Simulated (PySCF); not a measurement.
Species: C5H9FOS.
Numbering: `[O:1]=[S@:2]([CH2:3][F:4])[CH2:5][CH:6]1[CH2:7][CH2:8]1` (hydrogens: H9, H10 on C3; H11, H12 on C5; H13 on C6; H14, H15 on C7; H16, H17 on C8)

The same species was optimised twice, with GFN2-xTB and with PBE0-D3(BJ)/def2-SVP (PySCF), and the same property calculations (PySCF, gas phase) were run on both structures.

| coordinate | GFN2-xTB | PBE0-D3(BJ)/def2-SVP | change |
| --- | --- | --- | --- |
| O1=S2 (Å) | 1.460 | 1.505 | +0.045 |
| S2–C3 (Å) | 1.885 | 1.842 | -0.043 |
| S2–C5 (Å) | 1.859 | 1.827 | -0.032 |
| C3–F4 (Å) | 1.361 | 1.357 | -0.004 |
| C6–C7 (Å) | 1.499 | 1.502 | +0.003 |
| C5–C6 (Å) | 1.501 | 1.499 | -0.002 |
| C7–C8 (Å) | 1.498 | 1.499 | +0.001 |
| C6–C8 (Å) | 1.501 | 1.501 | 0.000 |
| C3–S2–C5 (°) | 94.1 | 95.7 | +1.6 |
| S2–C3–F4 (°) | 110.4 | 111.6 | +1.2 |
| O1–S2–C5 (°) | 106.2 | 106.7 | +0.5 |
| C5–C6–C7 (°) | 119.6 | 120.0 | +0.4 |
| O1–S2–C3 (°) | 103.3 | 103.0 | -0.3 |
| C5–C6–C8 (°) | 119.8 | 120.1 | +0.3 |
| C6–C8–C7 (°) | 60.0 | 60.1 | +0.1 |
| S2–C5–C6 (°) | 108.7 | 108.8 | +0.1 |
| O1–S2–C3–F4 (°) | -170 | -167 | +3 |
| O1–S2–C5–C6 (°) | -73 | -69 | +4 |
| S2–C5–C6–C7 (°) | -85 | -82 | +3 |

Rotational constants: A = 2871, B = 989.8, C = 820.7 MHz (GFN2-xTB) against A = 2938, B = 992.8, C = 825.4 MHz (PBE0-D3(BJ)/def2-SVP). Point groups within 0.08 Å: C1 and C1. Atoms that the bonding makes alike are paired by their places after alignment.

On the GFN2-xTB structure: HOMO (eV) -6.82 [PBE0/pcSseg-1]; LUMO (eV) 0.31 [PBE0/pcSseg-1]; dipole (D) 2.20 [PBE0/pcSseg-1]; GIAO shielding of O1 (ppm) 303.5 [PBE0/pcSseg-1]; GIAO shielding of S2 (ppm) 162.3 [PBE0/pcSseg-1]; GIAO shielding of C3 (ppm) 83.1 [PBE0/pcSseg-1]; GIAO shielding of F4 (ppm) 411.5 [PBE0/pcSseg-1]; GIAO shielding of C5 (ppm) 118.6 [PBE0/pcSseg-1]; GIAO shielding of C6 (ppm) 179.3 [PBE0/pcSseg-1]; GIAO shielding of C7 (ppm) 178.8 [PBE0/pcSseg-1]; GIAO shielding of C8 (ppm) 178.6 [PBE0/pcSseg-1].

Q: What do these properties become on the PBE0-D3(BJ)/def2-SVP structure?

A: 
```csv
property,level,on GFN2-xTB,on PBE0-D3(BJ)/def2-SVP,change
HOMO (eV),PBE0/pcSseg-1,-6.82,-6.78,+0.04
LUMO (eV),PBE0/pcSseg-1,0.31,0.37,+0.06
dipole (D),PBE0/pcSseg-1,2.20,2.45,+0.25
"energy, GFN2-xTB geometry as zero (kcal/mol)",PBE0/pcSseg-1,0.0,-2.5,-2.5
GIAO shielding of O1 (ppm),PBE0/pcSseg-1,303.5,299.6,-3.9
GIAO shielding of S2 (ppm),PBE0/pcSseg-1,162.3,183.8,+21.5
GIAO shielding of C3 (ppm),PBE0/pcSseg-1,83.1,84.5,+1.4
GIAO shielding of F4 (ppm),PBE0/pcSseg-1,411.5,412.5,+1.0
GIAO shielding of C5 (ppm),PBE0/pcSseg-1,118.6,121.7,+3.1
GIAO shielding of C6 (ppm),PBE0/pcSseg-1,179.3,179.0,-0.3
GIAO shielding of C7 (ppm),PBE0/pcSseg-1,178.8,177.2,-1.6
GIAO shielding of C8 (ppm),PBE0/pcSseg-1,178.6,176.0,-2.6
```

The heavy atoms differ by 0.060 Å rms after alignment. Among bonds between heavy atoms O1=S2 changes most (+0.045 Å). Changes are differences of the printed values. Neither structure is proved a minimum here.

Conformer computed: `[O:1]=[S@:2]([CH2:3][F:4])[CH2:5][CH:6]1[CH2:7][CH2:8]1`: O1–S2–C3–F4 -167°, O1–S2–C5–C6 -69°, S2–C5–C6–C7 -82°.
